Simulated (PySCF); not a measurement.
CH3ClF2SSi. Atoms are numbered in the order given.

```xyz
9

C     -2.3453    -0.1199    -0.4708
S     -1.1186     1.2354    -0.4224
Si     0.5760     0.0522    -0.1430
F      0.8314    -0.9365    -1.3868
F      1.8551     1.0104    -0.0053
Cl     0.4439    -1.1366     1.5038
H     -3.3248     0.3537    -0.6171
H     -2.1453    -0.7999    -1.3099
H     -2.3482    -0.6745     0.4773
```
Charge 0, spin multiplicity 1.

Geometry optimised at ωB97X-D3(BJ)/def2-SVP. The structure was generated by enumeration, and PubChem lists no compound with its InChIKey, so it may never have been made. The values are those of a single conformer.

Method: PySCF with PBE0/pcSseg-1.

GIAO shieldings, no solvent; atoms listed in one row are averaged. δ = σ(ref) − σ: ¹³C against TMS (σ = 186.3 ppm); ³³S against H2S (σ = 716.7 ppm); ²⁹Si against TMS (σ = 352.7 ppm); ¹⁹F against CFCl3 (σ = 167.2 ppm); ³⁵Cl against HCl (σ = 945.9 ppm); ¹H against TMS (σ = 31.56 ppm), references at their B3LYP-D3(BJ)/def2-TZVP geometries, non-relativistic (without spin–orbit terms, shifts of atoms bonded to Cl or Br come out too high).

| nucleus | atoms | count | δ (ppm) |
|---|---|---|---|
| ¹³C | C1 | 1 | 14.7 |
| ³³S | S2 | 1 | 72.1 |
| ²⁹Si | Si3 | 1 | -13.7 |
| ¹⁹F | F4 | 1 | -116.5 |
| ¹⁹F | F5 | 1 | -126.6 |
| ³⁵Cl | Cl6 | 1 | 78.7 |
| ¹H | H7, H8, H9 | 3 | 2.38 |
